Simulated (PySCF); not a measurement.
PySCF input (TPSSh/def2-TZVPD):

```python
from pyscf import gto, scf, dft

mol = gto.M(
    atom='''
    Si   -1.53619033    0.29221664   -0.40696884
    As    0.71875004   -0.13014525    0.20687279
    H    -1.78935326    1.75630085   -0.29774002
    H    -2.42810929   -0.40119054    0.56423249
    H     1.29611773    0.41542681   -1.09383569
    H     0.70925816   -1.56677673   -0.30189512
    ''',
    basis='def2-tzvpd',
    charge=0,
    spin=1,
    verbose=4,
)

mf = dft.UKS(mol, xc='tpssh').density_fit(auxbasis='def2-universal-jkfit')
mf.grids.level = 3
mf.conv_tol = 1e-9
mf.max_cycle = 100
mf.max_memory = 1500
mf.kernel()
if not mf.converged:
    mf = mf.newton()
    mf.kernel(mf.make_rdm1())
for _ in range(2):
    mo, _, stable, _ = mf.stability(return_status=True)
    if stable:
        break
    mf.kernel(mf.make_rdm1(mo, mf.mo_occ))
mf.analyze()
```

End of the output:

```
Extra cycle  E= -2527.70749248196  delta_E= -1.46e-11  |g|= 1.33e-06  |ddm|= 5.51e-06
converged SCF energy = -2527.70749248196  <S^2> = 0.75387931  2S+1 = 2.0038756
uhf_internal: lowest eigs of H = [0.23811209 0.30951047 0.31898109]
<class 'pyscf.df.df_jk.DFUKS'> wavefunction is stable in the internal stability analysis
**** SCF Summaries ****
Total Energy =                       -2527.707492481957161
Nuclear Repulsion Energy =             152.892747857805261
One-electron Energy =                -3822.683739821281051
Two-electron Energy =                 1142.083499481518857
Two-electron Coulomb Energy =         1247.476598040198951
DFT Exchange-Correlation Energy =     -105.393098558680009
HOMO-LUMO gap [eV] =                     2.400373341120606
**** MO energy ****
                             alpha | beta                alpha | beta
MO #1   energy= -425.577241809921  | -425.5770450891    occ= 1 | 1
MO #2   energy= -65.9958623486105  | -65.9926510256626  occ= 1 | 1
MO #3   energy= -53.6298544898741  | -53.6297938905555  occ= 1 | 1
MO #4   energy= -47.8882832596897  | -47.8882265101451  occ= 1 | 1
MO #5   energy= -47.888051092279   | -47.8878756627448  occ= 1 | 1
MO #6   energy= -47.8872149981977  | -47.8869515808469  occ= 1 | 1
MO #7   energy= -6.92270274627289  | -6.92241529653873  occ= 1 | 1
MO #8   energy= -5.22651207015926  | -5.22300007557861  occ= 1 | 1
MO #9   energy= -4.97477956786749  | -4.97470320086008  occ= 1 | 1
MO #10  energy= -4.97367160225998  | -4.97336749161852  occ= 1 | 1
MO #11  energy= -4.97100556007657  | -4.97035383261295  occ= 1 | 1
MO #12  energy= -3.57739378502497  | -3.5706668086451   occ= 1 | 1
MO #13  energy= -3.5723022749994   | -3.56923263443466  occ= 1 | 1
MO #14  energy= -3.57148874409354  | -3.56763188692741  occ= 1 | 1
MO #15  energy= -1.57427312683635  | -1.57422158308592  occ= 1 | 1
MO #16  energy= -1.57416614164611  | -1.57388522671601  occ= 1 | 1
MO #17  energy= -1.57234533813286  | -1.57171082675996  occ= 1 | 1
MO #18  energy= -1.57103129456904  | -1.57050568694716  occ= 1 | 1
MO #19  energy= -1.57020249560107  | -1.56949071398603  occ= 1 | 1
MO #20  energy= -0.622957383551645 | -0.618739696344058 occ= 1 | 1
MO #21  energy= -0.49972680180732  | -0.48149446602199  occ= 1 | 1
MO #22  energy= -0.374196781926557 | -0.371320510816799 occ= 1 | 1
MO #23  energy= -0.338757427973016 | -0.333203416809642 occ= 1 | 1
MO #24  energy= -0.316786835810815 | -0.312912443835673 occ= 1 | 1
MO #25  energy= -0.283011256853213 | -0.266302498761213 occ= 1 | 1
MO #26  energy= -0.204809868197378 | -0.11659777421009  occ= 1 | 0
MO #27  energy= -0.0173491063641345 | -0.00774434177469706 occ= 0 | 0
MO #28  energy= -0.00935080491278017 | -0.00721506177825055 occ= 0 | 0
MO #29  energy= -0.00929985730240209 | -0.00342309300768029 occ= 0 | 0
MO #30  energy= 0.0167980791240131 | 0.032991128600975  occ= 0 | 0
MO #31  energy= 0.0265900202729598 | 0.0391380312397255 occ= 0 | 0
MO #32  energy= 0.0460322517261407 | 0.0541400730170754 occ= 0 | 0
MO #33  energy= 0.0703707817782083 | 0.0777226816407117 occ= 0 | 0
MO #34  energy= 0.0771545189663826 | 0.0809567788837279 occ= 0 | 0
MO #35  energy= 0.0786124656510839 | 0.0870649577732804 occ= 0 | 0
MO #36  energy= 0.0909983494129285 | 0.0971706013309168 occ= 0 | 0
MO #37  energy= 0.0997026409235949 | 0.104689787651951  occ= 0 | 0
MO #38  energy= 0.104370963284276  | 0.110379742871915  occ= 0 | 0
MO #39  energy= 0.109545652030082  | 0.11744779716925   occ= 0 | 0
MO #40  energy= 0.117429260915469  | 0.132316895912133  occ= 0 | 0
MO #41  energy= 0.140595709604142  | 0.149326889471423  occ= 0 | 0
MO #42  energy= 0.168812223943715  | 0.177373428760305  occ= 0 | 0
MO #43  energy= 0.170814594078995  | 0.182077151459159  occ= 0 | 0
MO #44  energy= 0.18906529726613   | 0.192343687766607  occ= 0 | 0
MO #45  energy= 0.191991209120954  | 0.19464625548154   occ= 0 | 0
MO #46  energy= 0.217279792388945  | 0.220343675392254  occ= 0 | 0
MO #47  energy= 0.229994511273114  | 0.232738148936158  occ= 0 | 0
MO #48  energy= 0.235448612133755  | 0.241222105706862  occ= 0 | 0
MO #49  energy= 0.240158399085084  | 0.244220269703973  occ= 0 | 0
MO #50  energy= 0.242220631878275  | 0.252320364931874  occ= 0 | 0
MO #51  energy= 0.251597472914526  | 0.255959121618213  occ= 0 | 0
MO #52  energy= 0.260855937374348  | 0.270317556563481  occ= 0 | 0
MO #53  energy= 0.272218236999914  | 0.278761971236332  occ= 0 | 0
MO #54  energy= 0.296166660577843  | 0.310172683885431  occ= 0 | 0
MO #55  energy= 0.299627680356562  | 0.311911006199389  occ= 0 | 0
MO #56  energy= 0.31260708729523   | 0.32267200691799   occ= 0 | 0
MO #57  energy= 0.339945499308202  | 0.346182708639638  occ= 0 | 0
MO #58  energy= 0.356279791610879  | 0.362513681701337  occ= 0 | 0
MO #59  energy= 0.383073962295131  | 0.390013019529768  occ= 0 | 0
MO #60  energy= 0.386542827293333  | 0.390787270547579  occ= 0 | 0
MO #61  energy= 0.395755482488111  | 0.407190062594534  occ= 0 | 0
MO #62  energy= 0.415507183874195  | 0.421949286025427  occ= 0 | 0
MO #63  energy= 0.424086732834074  | 0.433082102547591  occ= 0 | 0
MO #64  energy= 0.436917930835049  | 0.44108067297553   occ= 0 | 0
MO #65  energy= 0.4533010326577    | 0.46463316888633   occ= 0 | 0
MO #66  energy= 0.471427431010941  | 0.487068138522405  occ= 0 | 0
MO #67  energy= 0.490212029117288  | 0.500669478519281  occ= 0 | 0
MO #68  energy= 0.507406932911801  | 0.510814125751184  occ= 0 | 0
MO #69  energy= 0.514554302062845  | 0.522727734782061  occ= 0 | 0
MO #70  energy= 0.566916493779654  | 0.578324113669487  occ= 0 | 0
MO #71  energy= 0.605556423952049  | 0.612898919218421  occ= 0 | 0
MO #72  energy= 0.609940199211584  | 0.618819818742706  occ= 0 | 0
MO #73  energy= 0.633232214009478  | 0.635208346969955  occ= 0 | 0
MO #74  energy= 0.656141188921859  | 0.666873667644227  occ= 0 | 0
MO #75  energy= 0.66653444889411   | 0.678098511030541  occ= 0 | 0
MO #76  energy= 0.707141528837147  | 0.717807665922834  occ= 0 | 0
MO #77  energy= 0.851239285331841  | 0.855187017047726  occ= 0 | 0
MO #78  energy= 0.963619276054903  | 0.978288521391152  occ= 0 | 0
MO #79  energy= 0.978053298147177  | 0.997914427687907  occ= 0 | 0
MO #80  energy= 0.993788310793863  | 1.00433108795191   occ= 0 | 0
MO #81  energy= 0.995052227322881  | 1.01237879916863   occ= 0 | 0
MO #82  energy= 1.01693249741889   | 1.04416590743586   occ= 0 | 0
MO #83  energy= 1.08060659431506   | 1.0995382810082    occ= 0 | 0
MO #84  energy= 1.09203714545303   | 1.10683101616943   occ= 0 | 0
MO #85  energy= 1.0991237324016    | 1.11434900955194   occ= 0 | 0
MO #86  energy= 1.12999311682529   | 1.14172726857059   occ= 0 | 0
MO #87  energy= 1.1375799205232    | 1.15557195952894   occ= 0 | 0
MO #88  energy= 1.18179696534542   | 1.19761243981567   occ= 0 | 0
MO #89  energy= 1.19447148173895   | 1.2031064965384    occ= 0 | 0
MO #90  energy= 1.21713097128265   | 1.22688856122538   occ= 0 | 0
MO #91  energy= 1.21739426845597   | 1.22753424274373   occ= 0 | 0
MO #92  energy= 1.23494708101552   | 1.23879122709401   occ= 0 | 0
MO #93  energy= 1.25810265252945   | 1.26593061179487   occ= 0 | 0
MO #94  energy= 1.29557207772702   | 1.30432766668411   occ= 0 | 0
MO #95  energy= 1.29997751662986   | 1.3101465662947    occ= 0 | 0
MO #96  energy= 1.31499107497458   | 1.32553295792616   occ= 0 | 0
MO #97  energy= 1.36135532971208   | 1.37003304577653   occ= 0 | 0
MO #98  energy= 1.3937889093395    | 1.39698602671669   occ= 0 | 0
MO #99  energy= 1.43977251452304   | 1.45779586830893   occ= 0 | 0
MO #100 energy= 1.52539712177318   | 1.53537398112735   occ= 0 | 0
MO #101 energy= 1.52741320255705   | 1.54138285724495   occ= 0 | 0
MO #102 energy= 1.63020084168593   | 1.64401631219902   occ= 0 | 0
MO #103 energy= 1.63551796531055   | 1.6450808383818    occ= 0 | 0
MO #104 energy= 1.80223938676923   | 1.80591977609862   occ= 0 | 0
[...]
```

It need not be the lowest isomer of its formula.
